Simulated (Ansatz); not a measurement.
Consider the formal exchange of groups at a Ge–Si bond: `C[SiH2][GeH2][PH2]` + BH₃ → `[BH2][GeH2][PH2]` + `C[SiH3]`.

Isolated molecules relaxed with PBE0-D4/def2-TZVP in Ansatz; ΔE leaves out vibrations. CCSD(T)/CBS is the MP2 limit (def2-TZVPP, def2-QZVPP) plus CCSD(T) − MP2 in def2-TZVPP, frozen cores. This one scheme is used for every species. DFT in def2-TZVPP. B3LYP here is the variant with VWN-RPA as its local correlation; programs differ in this. For Ge outer-core shells are correlated without core-valence functions, which leaves a few kJ/mol of doubt a bond. Scalar relativity is left out up to krypton. Each species was taken in one conformer, which may not be the lowest.

```json
{"level": "B3LYP-D4", "ΔE (kcal/mol)": "5.9"}
{"level": "ωB97X-V", "ΔE (kcal/mol)": "5.5"}
{"level": "r2SCAN", "ΔE (kcal/mol)": "4.7"}
{"level": "MP2/def2-TZVPP", "ΔE (kcal/mol)": "6.0"}
{"level": "CCSD/def2-TZVPP", "ΔE (kcal/mol)": "5.0"}
{"level": "HF/CBS(def2)", "ΔE (kcal/mol)": "4.5"}
{"level": "MP2/CBS(def2)", "ΔE (kcal/mol)": "6.3"}
{"level": "CCSD/CBS(def2)", "ΔE (kcal/mol)": "5.2"}
```

Q: What does CCSD(T)/CBS give? (An estimate is asked.)

A: Computed: +5.4 kcal/mol. The listed levels differ from it by 0.5, 0.1, -0.7, 0.6, -0.4, -0.9, 0.9, -0.2 kcal/mol.

Largest T1 diagnostic among the species: 0.013.

In def2-TZVPP, CCSD(T) changes the Hartree–Fock value by +0.7 kcal/mol (the triples alone add +0.2 kcal/mol) and MP2 by +1.6 kcal/mol. The D4 term adds +1.8 kcal/mol with B3LYP and +1.1 kcal/mol with PBE0; it sums over pairs of atoms, weighted by their polarisabilities, and B3LYP, whose exchange is more repulsive, gets the larger term.
